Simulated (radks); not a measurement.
Charge is removed step by step from the 5p3/2 level of neutral barium, starting from [Kr] 4d10 5s2 5p(1/2: 2, 3/2: 4) 6s2. Method: Dirac Kohn-Sham, PBE, spin-unpolarised, spherical densities, finite nucleus; Fermi nuclear charge, rms radius 4.8378 fm; computed with a radial shooting solver on a logarithmic mesh with Libxc functionals.

| removed (e) | E - E(0) (eV) | eigenvalue (eV) | E minus straight line (eV) |
|---|---|---|---|
| 0 | 0.000 | -18.094 | 0.000 |
| 0.1 | 1.852 | -18.953 | -0.407 |
| 0.2 | 3.791 | -19.829 | -0.728 |
| 0.3 | 5.819 | -20.719 | -0.960 |
| 0.4 | 7.936 | -21.624 | -1.102 |
| 0.5 | 10.144 | -22.542 | -1.153 |
| 0.6 | 12.444 | -23.472 | -1.112 |
| 0.7 | 14.838 | -24.414 | -0.977 |
| 0.8 | 17.327 | -25.367 | -0.748 |
| 0.9 | 19.912 | -26.332 | -0.422 |
| 1 | 22.594 | -27.306 | 0.000 |

Removing the whole electron costs 22.594 eV by Delta-SCF, against 18.094 eV from minus the eigenvalue at the starting occupation. Slater's transition state (half an electron removed) gives 22.542 eV. Integrating minus the eigenvalue over the occupation (Janak's theorem) gives 22.594 eV. The mean slope of the eigenvalue, de/dn, is 9.21 eV per electron.
